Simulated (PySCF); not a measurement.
**Electronic structure of Cr (chromium, neutral) at the UHF level**

Configuration: [Ar] 3d5 4s1, high-spin 7S determinant. Calculation: PySCF 2.14, in x2c-TZVPall; scalar relativity by spin-free X2C-1e.

- Total energy: -1049.643516 hartree
- One-electron energy: -1447.7557 hartree
- Hartree (Coulomb) energy: 446.2988 hartree
- Exchange energy: -48.1867 hartree
- ⟨S²⟩: 12.0001
- ⟨L²⟩: 0.000
- Sum of ⟨r⟩: 20.44 bohr
- Sum of ⟨r²⟩: 37.34 bohr²
- Langevin diamagnetic susceptibility: -29.6 ×10⁻⁶ cm³/mol
- Time after the integrals: 0.15 s of wall time on 1 thread of Intel(R) Xeon(R) Platinum 8375C CPU @ 2.90GHz (shared host)

```tsv
shell	electrons	mean orbital energy (hartree)	rms radius, mean of both spins (bohr)
1s α	1	-222.03936	0.0734
1s β	1	-222.03743	0.0734
2s α	1	-26.61177	0.316
2s β	1	-26.51382	0.316
2p α	3	-22.24875	0.287
2p β	3	-22.15251	0.287
3s α	1	-3.51497	0.971
3s β	1	-3.17003	0.971
3p α	3	-2.27270	1.06
3p β	3	-1.85402	1.06
3d α	5	-0.36664	1.60
4s α	1	-0.22671	3.90
```

Densities and radii are taken from the X2C orbitals without a picture-change correction, which distorts them close to the nucleus.
